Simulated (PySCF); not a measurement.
PtH4(NH3): from a saddle point downhill

PySCF 2.14.0, RKS PBE0, Pt def2-SVP with ECP60, H def2-SVP, N def2-SVP; non-relativistic Hamiltonian with scalar-relativistic core potentials where named; density fitting; no spin-orbit coupling. Relaxed within the symmetry of its start, the geometry (Cs) is

```xyz
9

Pt    0.0000    0.1495    0.0454
H     0.0000    1.4664    0.9564
H     1.6601    0.1523    0.0445
H     0.0000    1.7508    0.0105
H    -1.6601    0.1523    0.0445
N     0.0000   -1.8592   -0.5591
H    -0.8293   -2.3593   -0.2408
H     0.0000   -1.8892   -1.5805
H     0.8293   -2.3593   -0.2408
```

and its lowest harmonic modes are -439, -30, 424, 424, 431, 698 cm⁻¹ (negative: unstable). It was moved along the lowest mode and relaxed again.

Q: Where does it end, and how much lower?

A: In C1, 0.631 eV lower, after 38 steps:
```xyz
9

Pt   -0.2602    0.2896    0.0312
H     1.1751    1.1310    0.5564
H     1.4946    0.3531    0.3879
H    -0.7326    1.7363    0.3739
H    -1.7880    0.1129   -0.3198
N     0.0250   -1.8336   -0.5527
H    -0.7554   -2.3712   -0.1757
H    -0.0241   -1.9168   -1.5689
H     0.8817   -2.2969   -0.2524
```

Q: How do the contacts change?

A: 
```json
{"contact": "Pt1–H2 (H)", "saddle (Å)": "1.601", "end (Å)": "1.745"}
{"contact": "Pt1–H3 (H)", "saddle (Å)": "1.660", "end (Å)": "1.792"}
{"contact": "Pt1–H4 (H)", "saddle (Å)": "1.602", "end (Å)": "1.560"}
{"contact": "Pt1–H5 (H)", "saddle (Å)": "1.660", "end (Å)": "1.578"}
{"contact": "Pt1–N6 (NH3)", "saddle (Å)": "2.098", "end (Å)": "2.220"}
```
Short contacts between ligands at the end: H2···H3 0.86 Å.

Q: Is the end a minimum?

A: Yes, as far as the noise of the softest modes lets one tell (those above −25 cm⁻¹ count as noise); lowest modes 54, 268, 351, 386, 504, 613 cm⁻¹.

Some metal–ligand contacts ended over 25 % longer than in the template from which the work began, so those ligands are loosely bound or lost.

State: singlet.
